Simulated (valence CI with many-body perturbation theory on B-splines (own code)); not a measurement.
From CI to CI+MBPT in Al8+

Calculated by configuration interaction combined with many-body perturbation theory (CI+MBPT): three valence electrons over a frozen Dirac-Fock core [He], radial functions for each j: 11 s, 11 p, 9 d, 7 f, 5 g, 2 h, 1 i, with the one-electron correlation potential Σ1 (screened to all orders), the two-electron term Σ2, the three-electron term Σ3, Breit, model QED; selected single and double excitations, second order for the rest, scaled by the run's own slope (own B-spline code, finite nucleus).

No measured levels were compared; by estimate levels of excited configurations hold to 0.05 to 0.15 % of their energy, terms of the ground configuration to about 0.5 %.

Each rung adds one term. CI alone is the Dirac-Coulomb CI over the frozen core; QED comes last and gives the full result, which names the levels. Energies are above 2s2.2p 2P°_1/2 on the same rung, in cm⁻¹.

Names give the largest LS component (configuration and term), which can be under half, so a name can repeat, a term be missing and a line seem to break the LS rules; names also repeat where a configuration has a term twice. Letters in brackets count levels of one name in rising energy.

| Level | CI alone | + Σ1 | + Σ2 | + Σ3 | + Breit | Full |
| --- | --- | --- | --- | --- | --- | --- |
| 2s2.2p 2P°_3/2 | 5212 | 5237 | 5235 | 5235 | 4873 | 4887 |
| 2s.2p2 4P_1/2 | 146317 | 145275 | 145192 | 145266 | 145380 | 145130 |
| 2s.2p2 4P_3/2 | 148135 | 147103 | 147019 | 147092 | 147086 | 146841 |
| 2s.2p2 4P_5/2 | 151004 | 149986 | 149902 | 149975 | 149560 | 149324 |
| 2s.2p2 2D_5/2 | 261834 | 260849 | 260408 | 260267 | 259986 | 259741 |
| 2s.2p2 2D_3/2 | 261764 | 260779 | 260339 | 260198 | 260009 | 259764 |
| 2s.2p2 2S_1/2 | 334416 | 333471 | 333325 | 333023 | 333088 | 332841 |
| 2s.2p2 2P_1/2 | 357688 | 356669 | 354708 | 354450 | 354493 | 354232 |
| 2s.2p2 2P_3/2 | 360903 | 359898 | 357909 | 357651 | 357367 | 357113 |
| 2p3 4S°_3/2 | 465697 | 463595 | 461620 | 461442 | 461368 | 460855 |
| 2p3 2D°_5/2 | 524531 | 522488 | 521014 | 520841 | 520557 | 520046 |
| 2p3 2D°_3/2 | 524309 | 522264 | 520789 | 520616 | 520622 | 520110 |
| 2p3 2P°_1/2 | 589370 | 587423 | 585935 | 585708 | 585768 | 585270 |
| 2p3 2P°_3/2 | 589832 | 587889 | 586400 | 586174 | 586122 | 585626 |
| 2s2.3s 2S_1/2 | 1500100 | 1501880 | 1501530 | 1501350 | 1500740 | 1500850 |
| 2s2.3p 2P°_1/2 | 1572850 | 1574390 | 1574040 | 1573860 | 1573350 | 1573380 |
| 2s2.3p 2P°_3/2 | 1574230 | 1575780 | 1575430 | 1575250 | 1574630 | 1574660 |
| 2s2.3d 2D_3/2 | 1641330 | 1643180 | 1642780 | 1642600 | 1641910 | 1641940 |
| 2s2.3d 2D_5/2 | 1641680 | 1643530 | 1643120 | 1642950 | 1642230 | 1642270 |
| 2s.2p.3s 4P°_1/2 | 1656740 | 1657440 | 1657160 | 1656980 | 1656710 | 1656550 |
| 2s.2p.3s 4P°_3/2 | 1658560 | 1659260 | 1658980 | 1658810 | 1658330 | 1658170 |
| 2s.2p.3s 4P°_5/2 | 1661770 | 1662500 | 1662220 | 1662040 | 1661310 | 1661160 |
| 2s.2p.3s 2P°_1/2 [a] | 1690990 | 1691730 | 1691370 | 1691190 | 1690820 | 1690670 |
| 2s.2p.3s 2P°_3/2 [a] | 1694550 | 1695300 | 1694930 | 1694750 | 1694090 | 1693950 |
| 2s.2p.3p 2P_1/2 [a] | 1721280 | 1721750 | 1721390 | 1721210 | 1720970 | 1720730 |
| 2s.2p.3p 2P_3/2 [a] | 1723000 | 1723480 | 1723110 | 1722930 | 1722480 | 1722250 |
| 2s.2p.3p 4D_1/2 | 1724570 | 1725060 | 1724710 | 1724530 | 1724100 | 1723870 |
| 2s.2p.3p 4D_3/2 | 1725330 | 1725820 | 1725470 | 1725290 | 1724830 | 1724600 |
| 2s.2p.3p 4D_5/2 | 1726500 | 1727000 | 1726660 | 1726490 | 1725960 | 1725740 |
| 2s.2p.3p 4D_7/2 | 1729330 | 1729850 | 1729510 | 1729330 | 1728580 | 1728370 |
| 2s.2p.3p 4S_3/2 | 1739670 | 1740190 | 1739850 | 1739670 | 1739150 | 1738930 |

Q: How does the ionisation energy move along the ladder, and which term matters most?

A: CI alone 330.08, + Σ1 330.32, + Σ2 330.27, + Σ3 330.25, + Breit 330.16, + QED 330.17 eV. The largest step is Σ1, 0.24 eV. NIST lists 330.21 ± 0.04 eV (semi-empirical).
